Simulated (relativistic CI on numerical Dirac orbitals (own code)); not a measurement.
## Crystal-field levels of Au5+, 5d6

Calculated by Dirac-Coulomb-Breit CI, separate exchange-only KLI orbitals for each configuration, model QED (radiative potential, 1s self-energy scaled to tabulated hydrogen-like ionisation energies), one configuration in a parametric crystal field, unscaled Slater integrals (own radial code). With so little scaling, terms lie 10 to 35 % too far apart, which can change the order of excited levels.

Field parameters in Wybourne normalisation: Oh B⁴₀ = 21Dq, B⁴₄ = √(5/14) B⁴₀. The field is a parameter set, without covalency.

S and J are read from ⟨S²⟩ = S(S + 1) and ⟨J²⟩ = J(J + 1) of each level; they are not fictitious spins.

Oh, 10Dq = 10000 cm⁻¹, the lowest 10 levels:

| E (cm⁻¹) | Degeneracy | Irrep | S | J |
| --- | --- | --- | --- | --- |
| 0.0 | 1 | A1 | 1.59 | 3.81 |
| 112 | 2 | E | 1.76 | 3.80 |
| 273 | 3 | T2 | 1.87 | 3.92 |
| 702 | 3 | T1 | 1.76 | 3.87 |
| 5923 | 3 | T2 | 1.67 | 2.52 |
| 7772 | 3 | T1 | 1.91 | 2.89 |
| 12389 | 2 | E | 1.55 | 2.77 |
| 13370 | 1 | A1 | 1.20 | 4.14 |
| 14351 | 3 | T2 | 1.75 | 2.99 |
| 15648 | 3 | T1 | 1.46 | 2.97 |

Oh, 10Dq = 41950 cm⁻¹, the lowest 16 levels:

| E (cm⁻¹) | Degeneracy | Irrep | S | J |
| --- | --- | --- | --- | --- |
| 0.0 | 1 | A1 | 0.26 | 4.37 |
| 27060 | 2 | E | 1.11 | 4.13 |
| 28824 | 3 | T2 | 1.07 | 3.77 |
| 29333 | 3 | T1 | 1.06 | 4.22 |
| 36887 | 1 | A1 | 1.17 | 3.91 |
| 38001 | 3 | T1 | 1.04 | 3.72 |
| 40836 | 2 | E | 1.04 | 3.93 |
| 41911 | 3 | T2 | 1.35 | 3.84 |
| 44829 | 3 | T1 | 0.68 | 4.79 |
| 45128 | 1 | A2 | 0.99 | 4.13 |
| 48055 | 3 | T2 | 1.69 | 3.76 |
| 52470 | 3 | T1 | 1.83 | 3.56 |
| 52566 | 2 | E | 1.87 | 3.72 |
| 55427 | 3 | T2 | 0.54 | 3.68 |
| 56488 | 3 | T2 | 1.80 | 3.05 |
| 57053 | 3 | T1 | 1.83 | 3.11 |

Oh, 10Dq = 33950 cm⁻¹, the lowest 10 levels:

```tsv
E (cm⁻¹)	Degeneracy	Irrep	S	J
0.0	1	A1	0.37	4.31
19220	2	E	1.20	4.05
21200	3	T1	1.18	4.13
21259	3	T2	1.15	3.66
28981	1	A1	1.34	3.86
30114	3	T1	1.21	3.54
30661	3	T2	1.80	3.84
33251	2	E	1.14	3.95
36025	3	T1	1.31	4.30
37924	3	T2	1.20	3.83
```

Oh, 10Dq = 25950 cm⁻¹, the lowest 10 levels:

| E (cm⁻¹) | Degeneracy | Irrep | S | J |
| --- | --- | --- | --- | --- |
| 0.0 | 1 | A1 | 0.58 | 4.18 |
| 11361 | 2 | E | 1.37 | 3.91 |
| 12908 | 3 | T1 | 1.38 | 3.98 |
| 13698 | 3 | T2 | 1.36 | 3.52 |
| 18288 | 3 | T2 | 1.81 | 3.72 |
| 20688 | 1 | A1 | 1.55 | 3.79 |
| 21490 | 3 | T1 | 1.61 | 3.13 |
| 25112 | 2 | E | 1.40 | 3.97 |
| 25727 | 3 | T1 | 1.39 | 4.08 |
| 29365 | 2 | E | 1.34 | 4.18 |

Oh, 10Dq = 18000 cm⁻¹, the lowest 10 levels:

```json
{"E (cm⁻¹)": "0.0", "Degeneracy": "1", "Irrep": "A1", "S": "1.01", "J": "3.94"}
{"E (cm⁻¹)": "4134", "Degeneracy": "2", "Irrep": "E", "S": "1.60", "J": "3.78"}
{"E (cm⁻¹)": "5189", "Degeneracy": "3", "Irrep": "T1", "S": "1.61", "J": "3.85"}
{"E (cm⁻¹)": "5685", "Degeneracy": "3", "Irrep": "T2", "S": "1.79", "J": "3.77"}
{"E (cm⁻¹)": "9276", "Degeneracy": "3", "Irrep": "T2", "S": "1.59", "J": "3.07"}
{"E (cm⁻¹)": "12614", "Degeneracy": "3", "Irrep": "T1", "S": "1.86", "J": "2.90"}
{"E (cm⁻¹)": "13761", "Degeneracy": "1", "Irrep": "A1", "S": "1.55", "J": "3.92"}
{"E (cm⁻¹)": "17822", "Degeneracy": "2", "Irrep": "E", "S": "1.37", "J": "4.06"}
{"E (cm⁻¹)": "18501", "Degeneracy": "3", "Irrep": "T1", "S": "1.19", "J": "4.08"}
{"E (cm⁻¹)": "21234", "Degeneracy": "3", "Irrep": "T2", "S": "1.59", "J": "3.60"}
```

The free-ion ground term has S = 2. The field overcomes the spin-pairing energy for Oh, 10Dq = 41950 cm⁻¹; Oh, 10Dq = 33950 cm⁻¹; Oh, 10Dq = 25950 cm⁻¹; Oh, 10Dq = 18000 cm⁻¹, where the ground state has lower spin; these fields are assumed values.

Levels of this model without a field, named by their leading LS term: 5D_4 0, 5D_2 7779, 5D_3 8743, 5D_1 12744, 5D_0 13013, 3H_4 20513, 3H_6 25863, 3H_5 25865 cm⁻¹.
